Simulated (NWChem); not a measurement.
System: C$_{3}$H$_{3}$BF$_{2}$; SMILES CC#CB(F)F

Input file for NWChem:

```
start job
memory heap 200 mb stack 900 mb global 1100 mb
geometry units angstroms noautosym noautoz
  C     -3.112747    -0.162140    -0.532990
  C     -1.696514    -0.087145    -0.290075
  C     -0.508106    -0.025898    -0.086929
  B      0.975562     0.050869     0.167000
  F      1.652699     1.183100     0.115972
  F      1.707001    -1.008669     0.459438
  H     -3.583480    -0.795503     0.218045
  H     -3.290845    -0.592028    -1.518208
  H     -3.553318     0.833228    -0.493219
end
basis spherical
  * library def2-svp
end
dft
  xc pbe0
  iterations 150
end
driver
  maxiter 120
end
task dft optimize
task dft freq
```

Parts of the log:

```
             Northwest Computational Chemistry Package (NWChem) 7.3.0
             --------------------------------------------------------

                             Geometry "geometry" -> ""
                             -------------------------

 Output coordinates in angstroms (scale by  1.889725989 to convert to a.u.)

  No.       Tag          Charge          X              Y              Z
 ---- ---------------- ---------- -------------- -------------- --------------
    1 C                    6.0000    -2.94873030    -0.15347689    -0.50481600
    2 C                    6.0000    -1.53249730    -0.07848189    -0.26190100
    3 C                    6.0000    -0.34408930    -0.01723489    -0.05875500
    4 B                    5.0000     1.13957870     0.05953211     0.19517400
    5 F                    9.0000     1.81671570     1.19176311     0.14414600
    6 F                    9.0000     1.87101770    -1.00000589     0.48761200
    7 H                    1.0000    -3.41946330    -0.78683989     0.24621900
    8 H                    1.0000    -3.12682830    -0.58336489    -1.49003400
    9 H                    1.0000    -3.38930130     0.84189111    -0.46504500

 Effective nuclear repulsion energy (a.u.)     186.2859104559

                           NWChem Geometry Optimization
                           ----------------------------

 maximum gradient threshold         (gmax) =   0.000450
 rms gradient threshold             (grms) =   0.000300
 maximum cartesian step threshold   (xmax) =   0.001800
 rms cartesian step threshold       (xrms) =   0.001200
 fixed trust radius                (trust) =   0.300000
 source of zmatrix                         =

          -------------------
          Energy Minimization
          -------------------

 Using diagonal initial Hessian

          --------
          Step   0

                                 NWChem DFT Module
                                 -----------------

 Summary of "ao basis" -> "ao basis" (spherical)
 ------------------------------------------------------------------------------
       Tag                 Description            Shells   Functions and Types
 ---------------- ------------------------------  ------  ---------------------
 C                          def2-svp                 6       14   3s2p1d
 B                          def2-svp                 6       14   3s2p1d
 F                          def2-svp                 6       14   3s2p1d
 H                          def2-svp                 3        5   2s1p

            General Information
            -------------------
          SCF calculation type: DFT
          Wavefunction type:  closed shell.
          No. of atoms     :     9
          No. of electrons :    44
           Alpha electrons :    22
            Beta electrons :    22
          Charge           :     0
          Spin multiplicity:     1
          Use of symmetry is: off; symmetry adaption is: off
          Maximum number of iterations: 150
          AO basis - number of functions:    99
                     number of shells:    45
          Convergence on energy requested:  1.00D-06
          Convergence on density requested:  1.00D-05
          Convergence on gradient requested:  5.00D-04

              XC Information
              --------------
                         PBE0 Method XC Functional
                     Hartree-Fock (Exact) Exchange  0.250
          PerdewBurkeErnzerhof Exchange Functional  0.750
            Perdew 1991 LDA Correlation Functional  1.000 local
           PerdewBurkeErnz. Correlation Functional  1.000 non-local

[...]

      ----------------------
      Optimization converged
      ----------------------

  Step       Energy      Delta E   Gmax     Grms     Xrms     Xmax
  ---- ---------------- -------- -------- -------- -------- --------
@    5    -340.11402036 -6.9D-07  0.00018  0.00006  0.00048  0.00123
                                     ok       ok       ok       ok

                         Geometry "geometry" -> "geometry"
                         ---------------------------------

 Output coordinates in angstroms (scale by  1.889725989 to convert to a.u.)

  No.       Tag          Charge          X              Y              Z
 ---- ---------------- ---------- -------------- -------------- --------------
    1 C                    6.0000    -2.95049022    -0.15229373    -0.50367502
    2 C                    6.0000    -1.52409902    -0.07778941    -0.25874962
    3 C                    6.0000    -0.32428489    -0.01725343    -0.05631418
    4 B                    5.0000     1.17090100     0.06067394     0.19985043
    5 F                    9.0000     1.82183432     1.20718477     0.14290771
    6 F                    9.0000     1.87848667    -1.01462073     0.49047300
    7 H                    1.0000    -3.44518467    -0.79080011     0.24455701
    8 H                    1.0000    -3.14596952    -0.58653287    -1.49673684
    9 H                    1.0000    -3.41479134     0.84521359    -0.46971248

 Effective nuclear repulsion energy (a.u.)     185.3463608966

 ==============================================================================
                                internuclear distances
 ------------------------------------------------------------------------------
       center one      |      center two      | atomic units |  angstroms
 ------------------------------------------------------------------------------
    2 C                |   1 C                |     2.73856  |     1.44918
    3 C                |   2 C                |     2.30221  |     1.21828
    4 B                |   3 C                |     2.87044  |     1.51897
    5 F                |   4 B                |     2.49375  |     1.31964
    6 F                |   4 B                |     2.49372  |     1.31962
    7 H                |   1 C                |     2.08064  |     1.10103
    8 H                |   1 C                |     2.08123  |     1.10134
    9 H                |   1 C                |     2.08020  |     1.10080
 ------------------------------------------------------------------------------
                         number of included internuclear distances:          8
 ==============================================================================

[second-derivative integrals and response iterations left out]

  Vibrational analysis via the FX method

  See chapter 2 in "Molecular Vibrations" by Wilson, Decius and Cross

  Vib: Default input used

[...]

 Rotational Constants
 --------------------
 A=   0.328798 cm-1  (  0.473057 K)
 B=   0.052494 cm-1  (  0.075525 K)
 C=   0.045657 cm-1  (  0.065689 K)

 Temperature                      =   298.15K
 frequency scaling parameter      =   1.0000

 Zero-Point correction to Energy  =   35.919 kcal/mol  (  0.057240 au)
 Thermal correction to Energy     =   40.123 kcal/mol  (  0.063940 au)
 Thermal correction to Enthalpy   =   40.715 kcal/mol  (  0.064884 au)

 Total Entropy                    =   84.113 cal/mol-K
   - Translational                =   39.320 cal/mol-K (mol. weight =  88.0296)
   - Rotational                   =   27.105 cal/mol-K (symmetry #  =        1)
   - Vibrational                  =   17.687 cal/mol-K

 Cv (constant volume heat capacity) =   20.831 cal/mol-K
   - Translational                  =    2.979 cal/mol-K
   - Rotational                     =    2.979 cal/mol-K
   - Vibrational                    =   14.872 cal/mol-K

[normal modes left out]

 ----------------------------------------------------------------------------
 Normal Eigenvalue ||           Projected Infra Red Intensities
  Mode   [cm**-1]  || [atomic units] [(debye/angs)**2] [(KM/mol)] [arbitrary]
 ------ ---------- || -------------- ----------------- ---------- -----------
    1       -0.000 ||    0.000951           0.022         0.927       0.185
    2       -0.000 ||    0.000755           0.017         0.736       0.147
    3       -0.000 ||    0.000221           0.005         0.215       0.043
    4       -0.000 ||    0.000319           0.007         0.311       0.062
    5        0.000 ||    0.000256           0.006         0.249       0.050
    6        0.000 ||    0.000006           0.000         0.006       0.001
    7       18.748 ||    0.000070           0.002         0.068       0.014
    8      107.468 ||    0.001321           0.030         1.288       0.257
    9      136.512 ||    0.001342           0.031         1.309       0.261
   10      324.706 ||    0.006118           0.141         5.964       1.189
   11      405.885 ||    0.006550           0.151         6.386       1.273
   12      408.274 ||    0.008519           0.197         8.304       1.656
   13      528.644 ||    0.002505           0.058         2.442       0.487
   14      667.193 ||    0.019778           0.456        19.280       3.844
   15      675.692 ||    0.067628           1.560        65.927      13.145
   16     1022.184 ||    0.006956           0.160         6.781       1.352
   17     1028.978 ||    0.005546           0.128         5.406       1.078
   18     1050.525 ||    0.045777           1.056        44.625       8.897
   19     1364.851 ||    0.396618           9.150       386.642      77.089
   20     1391.549 ||    0.184814           4.264       180.165      35.921
   21     1426.717 ||    0.333056           7.684       324.680      64.735
   22     1434.027 ||    0.025782           0.595        25.133       5.011
   23     1438.249 ||    0.011672           0.269        11.379       2.269
   24     2343.099 ||    0.256998           5.929       250.535      49.952
   25     3056.614 ||    0.004596           0.106         4.480       0.893
   26     3152.006 ||    0.000369           0.009         0.360       0.072
   27     3155.499 ||    0.000615           0.014         0.600       0.120
 ----------------------------------------------------------------------------
```

Level: PBE0/def2-SVP.
